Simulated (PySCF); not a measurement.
TiH₄, SMILES [TiH4], multiplicity 1. Atoms are numbered in the order given.

```xyz
5

Ti     0.0000     0.0000     0.0000
H      0.9798     0.9798     0.9798
H     -0.9798     0.9798    -0.9798
H     -0.9798    -0.9798     0.9798
H      0.9798    -0.9798    -0.9798
```
Charge 0, spin multiplicity 1.

Coordinates come from a B3LYP-D3(BJ)/def2-TZVPD optimisation. The spin state was assumed, not searched.

The numbers are results of PBE/pcSseg-2 in PySCF, not measurements.

GIAO shieldings, no solvent; atoms alike by connectivity are averaged. δ = σ(ref) − σ: ¹H against TMS (σ = 31.47 ppm), references at their B3LYP-D3(BJ)/def2-TZVP geometries, non-relativistic.

```tsv
nucleus	atoms	count	δ (ppm)
¹H	H2, H3, H4, H5	4	12.18
```
